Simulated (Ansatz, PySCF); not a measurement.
CH8FNSi2, SMILES F[Si@@H](N[SiH3])C. Atoms are numbered in the order given.

```xyz
13

C      1.6610     1.0446    -0.5895
Si     0.8688    -0.5203     0.0188
F      1.1999    -0.6299     1.6147
N     -0.8354    -0.5392    -0.2573
Si    -2.0141     0.7433    -0.1612
H      1.4945     1.1782    -1.6692
H      1.2598     1.9258    -0.0666
H      2.7461     1.0119    -0.4073
H      1.4350    -1.7512    -0.5971
H     -1.2278    -1.4736    -0.3493
H     -2.8397     0.8123    -1.4066
H     -1.2733     2.0265     0.0070
H     -2.9525     0.5674     0.9903
```
Charge 0, spin multiplicity 1.

The structure is a stationary point at PBE0-D3(BJ)/def2-SVP. The structure was generated by enumeration; whether it is a known compound was not checked. The values are those of a single conformer.

Two levels are set side by side: PBE-D3(BJ)/def2-SVP (Ansatz, an electronic-structure program) and PBE0-D3(BJ)/def2-SVP (Ansatz). Each level has its own optimised geometry; the coordinates shown are those of the second. Frequencies come from the Hessian of PySCF at each geometry. Differences are taken from unrounded values.

| quantity | PBE0-D3(BJ) | PBE-D3(BJ) | PBE-D3(BJ) minus PBE0-D3(BJ) |
|---|---|---|---|
| mean bond length (Å) | 1.438 | 1.448 | 0.011 |
| bond C1–Si2 (Å) | 1.856 | 1.868 | 0.011 |
| bond Si2–F3 (Å) | 1.634 | 1.649 | 0.015 |
| bond Si2–N4 (Å) | 1.727 | 1.740 | 0.014 |
| bond N4–Si5 (Å) | 1.745 | 1.757 | 0.013 |
| bond C1–H6 (Å) | 1.101 | 1.108 | 0.008 |
| bond C1–H7 (Å) | 1.100 | 1.108 | 0.008 |
| bond C1–H8 (Å) | 1.101 | 1.109 | 0.008 |
| bond Si2–H9 (Å) | 1.488 | 1.500 | 0.011 |
| bond N4–H10 (Å) | 1.018 | 1.026 | 0.008 |
| bond Si5–H11 (Å) | 1.496 | 1.507 | 0.011 |
| bond Si5–H12 (Å) | 1.491 | 1.501 | 0.010 |
| bond Si5–H13 (Å) | 1.496 | 1.507 | 0.011 |
| highest harmonic wavenumber (cm⁻¹) | 3609 | 3494 | -115 |
| mean harmonic wavenumber (cm⁻¹) | 1205 | 1167 | -39 |
| zero-point energy (kcal/mol) | 56.87 | 55.05 | -1.82 |

GGA bonds tend to be longer and softer than those of functionals with exact exchange. Differences between two approximate levels are no errors against the true value.
